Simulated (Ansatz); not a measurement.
A first, cheap relaxation of CH$_{6}$AlNOSSi (`O[Si]1(CS)[NH][AlH]1`).

```yaml
crystal:
  periodic: [false, false, false]
  atoms:
    - {symbol: O, position_ang: [-1.294700, 0.778600, 1.500800]}
    - {symbol: Si, position_ang: [-0.242900, 0.520500, 0.209000]}
    - {symbol: C, position_ang: [-0.473100, -1.104100, -0.692600]}
    - {symbol: S, position_ang: [-0.157800, -2.457300, 0.498200]}
    - {symbol: N, position_ang: [1.459400, 0.696700, 0.774200]}
    - {symbol: Al, position_ang: [1.260700, 2.187300, -0.425700]}
    - {symbol: H, position_ang: [-2.198700, 0.889600, 1.048300]}
    - {symbol: H, position_ang: [0.363300, -1.168100, -1.485200]}
    - {symbol: H, position_ang: [-1.449300, -1.137700, -1.086600]}
    - {symbol: H, position_ang: [-0.439600, -3.442400, -0.467400]}
    - {symbol: H, position_ang: [1.410100, 1.114700, 1.772500]}
    - {symbol: H, position_ang: [1.839600, 3.066900, -1.611500]}
basis:
  gaussian: {orbitals: def2-SVP}
hamiltonian: {xc: pbe, dispersion: d4}
relax: {f_tol: 0.03, max_steps: 200}
```

```sh
$ ansatz run in.yaml --threads 2 --pin off --events-out ev --progress --plain --max-ram 32768MiB --backend cpu
```

Output, abridged:

```
Functional definition: PBE
mean field -29952.18501588 eV, -1100.7224970135 hartree, gradient 6.9e-5 eV, S^2 0.000000; 1 other end points of the search recorded, 0 dependent functions left out
relax step   1: F+E_penalty+E_count = -29952.52692532 eV  Δ(F+E_penalty+E_count) = +0.000e0 eV  max|allowed force component| = 2.958e0 eV/Å  Δτ_max = 0.0000 Å  (43 SCF iters, accepted)
mean field -29952.80312186 eV, -1100.7452119891 hartree, gradient 2.5e-5 eV, S^2 0.000000; 0 other end points of the search recorded, 0 dependent functions left out
relax step   2: F+E_penalty+E_count = -29953.14177656 eV  Δ(F+E_penalty+E_count) = -6.149e-1 eV  max|allowed force component| = 1.774e0 eV/Å  Δτ_max = 0.1949 Å  (31 SCF iters, accepted)
mean field -29953.17971997 eV, -1100.7590517146 hartree, gradient 2.5e-5 eV, S^2 0.000000; 0 other end points of the search recorded, 0 dependent functions left out
relax step   3: F+E_penalty+E_count = -29953.51441714 eV  Δ(F+E_penalty+E_count) = -3.726e-1 eV  max|allowed force component| = 1.229e0 eV/Å  Δτ_max = 0.1949 Å  (35 SCF iters, accepted)
mean field -29953.44646207 eV, -1100.7688543059 hartree, gradient 2.5e-5 eV, S^2 0.000000; 0 other end points of the search recorded, 0 dependent functions left out
relax step   4: F+E_penalty+E_count = -29953.77866913 eV  Δ(F+E_penalty+E_count) = -2.643e-1 eV  max|allowed force component| = 1.074e0 eV/Å  Δτ_max = 0.1984 Å  (30 SCF iters, accepted)
mean field -29953.56149112 eV, -1100.7730815454 hartree, gradient 2.4e-5 eV, S^2 0.000000; 0 other end points of the search recorded, 0 dependent functions left out
relax step   5: F+E_penalty+E_count = -29953.89622929 eV  Δ(F+E_penalty+E_count) = -1.176e-1 eV  max|allowed force component| = 5.180e-1 eV/Å  Δτ_max = 0.2000 Å  (29 SCF iters, accepted)
mean field -29953.58540764 eV, -1100.7739604612 hartree, gradient 7.8e-6 eV, S^2 0.000000; 0 other end points of the search recorded, 0 dependent functions left out
relax step   6: F+E_penalty+E_count = -29953.92198282 eV  Δ(F+E_penalty+E_count) = -2.575e-2 eV  max|allowed force component| = 1.269e0 eV/Å  Δτ_max = 0.1948 Å  (31 SCF iters, accepted)
mean field -29953.62582305 eV, -1100.7754457003 hartree, gradient 8.3e-6 eV, S^2 0.000000; 0 other end points of the search recorded, 0 dependent functions left out
relax step   7: F+E_penalty+E_count = -29953.96377321 eV  Δ(F+E_penalty+E_count) = -4.179e-2 eV  max|allowed force component| = 6.403e-1 eV/Å  Δτ_max = 0.1356 Å  (31 SCF iters, accepted)
mean field -29953.64866408 eV, -1100.7762850926 hartree, gradient 2.0e-5 eV, S^2 0.000000; 0 other end points of the search recorded, 0 dependent functions left out
relax step   8: F+E_penalty+E_count = -29953.98680615 eV  Δ(F+E_penalty+E_count) = -2.303e-2 eV  max|allowed force component| = 9.148e-1 eV/Å  Δτ_max = 0.1828 Å  (31 SCF iters, accepted)
mean field -29953.68105162 eV, -1100.7774753126 hartree, gradient 8.0e-6 eV, S^2 0.000000; 0 other end points of the search recorded, 0 dependent functions left out
relax step   9: F+E_penalty+E_count = -29954.01961885 eV  Δ(F+E_penalty+E_count) = -3.281e-2 eV  max|allowed force component| = 2.618e-1 eV/Å  Δτ_max = 0.1997 Å  (31 SCF iters, accepted)
mean field -29953.67968798 eV, -1100.7774251998 hartree, gradient 8.4e-6 eV, S^2 0.000000; 0 other end points of the search recorded, 0 dependent functions left out
relax step  10: F+E_penalty+E_count = -29954.01790399 eV  Δ(F+E_penalty+E_count) = +1.715e-3 eV  max|allowed force component| = 5.098e-1 eV/Å  Δτ_max = 0.1515 Å  (31 SCF iters, rejected (line search))
mean field -29953.69895480 eV, -1100.7781332424 hartree, gradient 9.1e-6 eV, S^2 0.000000; 0 other end points of the search recorded, 0 dependent functions left out
relax step  11: F+E_penalty+E_count = -29954.03731646 eV  Δ(F+E_penalty+E_count) = -1.770e-2 eV  max|allowed force component| = 2.117e-1 eV/Å  Δτ_max = 0.0740 Å  (30 SCF iters, accepted)
mean field -29953.71104211 eV, -1100.7785774429 hartree, gradient 1.3e-5 eV, S^2 0.000000; 0 other end points of the search recorded, 0 dependent functions left out
relax step  12: F+E_penalty+E_count = -29954.04936231 eV  Δ(F+E_penalty+E_count) = -1.205e-2 eV  max|allowed force component| = 1.358e-1 eV/Å  Δτ_max = 0.1000 Å  (31 SCF iters, accepted)
mean field -29953.72453627 eV, -1100.7790733444 hartree, gradient 8.5e-6 eV, S^2 0.000000; 0 other end points of the search recorded, 0 dependent functions left out
relax step  13: F+E_penalty+E_count = -29954.06322120 eV  Δ(F+E_penalty+E_count) = -1.386e-2 eV  max|allowed force component| = 8.409e-2 eV/Å  Δτ_max = 0.1499 Å  (31 SCF iters, accepted)
mean field -29953.71729947 eV, -1100.7788073966 hartree, gradient 1.1e-5 eV, S^2 0.000000; 0 other end points of the search recorded, 0 dependent functions left out
relax step  14: F+E_penalty+E_count = -29954.05633061 eV  Δ(F+E_penalty+E_count) = +6.891e-3 eV  max|allowed force component| = 7.336e-1 eV/Å  Δτ_max = 0.1908 Å  (31 SCF iters, rejected (line search))
mean field -29953.72793305 eV, -1100.7791981735 hartree, gradient 9.8e-6 eV, S^2 0.000000; 0 other end points of the search recorded, 0 dependent functions left out
relax step  15: F+E_penalty+E_count = -29954.06634038 eV  Δ(F+E_penalty+E_count) = -3.119e-3 eV  max|allowed force component| = 9.023e-2 eV/Å  Δτ_max = 0.0953 Å  (30 SCF iters, accepted)
mean field -29953.73073693 eV, -1100.7793012144 hartree, gradient 8.4e-6 eV, S^2 0.000000; 0 other end points of the search recorded, 0 dependent functions left out
relax step  16: F+E_penalty+E_count = -29954.06945182 eV  Δ(F+E_penalty+E_count) = -3.111e-3 eV  max|allowed force component| = 6.510e-2 eV/Å  Δτ_max = 0.0994 Å  (30 SCF iters, accepted)
mean field -29953.73168941 eV, -1100.7793362172 hartree, gradient 2.1e-5 eV, S^2 0.000000; 0 other end points of the search recorded, 0 dependent functions left out
relax step  17: F+E_penalty+E_count = -29954.07014911 eV  Δ(F+E_penalty+E_count) = -6.973e-4 eV  max|allowed force component| = 5.046e-2 eV/Å  Δτ_max = 0.0340 Å  (31 SCF iters, accepted)
mean field -29953.73226633 eV, -1100.7793574186 hartree, gradient 2.1e-5 eV, S^2 0.000000; 0 other end points of the search recorded, 0 dependent functions left out
relax step  18: F+E_penalty+E_count = -29954.07056045 eV  Δ(F+E_penalty+E_count) = -4.113e-4 eV  max|allowed force component| = 2.401e-2 eV/Å  Δτ_max = 0.0429 Å  (31 SCF iters, accepted)
mean field -29953.73256236 eV, -1100.7793682976 hartree, gradient 2.1e-5 eV, S^2 0.000000; 0 other end points of the search recorded, 0 dependent functions left out
relax step  19: F+E_penalty+E_count = -29954.07069084 eV  Δ(F+E_penalty+E_count) = -1.304e-4 eV  max|allowed force component| = 1.784e-2 eV/Å  Δτ_max = 0.0315 Å  (31 SCF iters, accepted)
mean field -29953.73256236 eV, -1100.7793682976 hartree, gradient 2.1e-5 eV, S^2 0.000000; 1 other end points of the search recorded, 0 dependent functions left out
Total energy: -29954.07073567 eV, -1100.7917959377 hartree
Atom 0 at    -1.464424     0.716955     1.147773 Å, force     0.004137    -0.000741    -0.000926 eV/Å
Atom 1 at    -0.203652     0.634198     0.036241 Å, force     0.009936     0.007095    -0.004556 eV/Å
Atom 2 at    -0.291880    -1.151285    -0.660020 Å, force     0.002105     0.008939     0.002534 eV/Å
Atom 3 at    -0.717181    -2.328370     0.693605 Å, force    -0.010957    -0.012818    -0.005836 eV/Å
Atom 4 at     1.395485     1.166678     0.606723 Å, force    -0.017841     0.000433    -0.012452 eV/Å
Atom 5 at     1.110302     2.411462    -0.678625 Å, force     0.000309    -0.001759    -0.000226 eV/Å
Atom 6 at    -1.809797    -0.185623     1.330441 Å, force    -0.003703    -0.006465     0.002898 eV/Å
Atom 7 at     0.660095    -1.435973    -1.152205 Å, force    -0.000597     0.000729     0.001172 eV/Å
Atom 8 at    -1.097421    -1.169588    -1.422535 Å, force     0.000515     0.000429     0.000053 eV/Å
Atom 9 at    -1.405766    -3.243008    -0.048040 Å, force     0.006885     0.007564     0.007736 eV/Å
Atom 10 at     1.992192     0.830963     1.372272 Å, force     0.008967    -0.002379     0.009265 eV/Å
Atom 11 at     1.909047     3.698293    -1.191630 Å, force     0.000244    -0.001027     0.000337 eV/Å
Dipole moment:     0.116287    -0.257043    -0.293401 e Å
```

It took 54 s on 2 threads of an AMD EPYC 7R13 on a shared host, with 0.26 GiB of host memory at the peak.
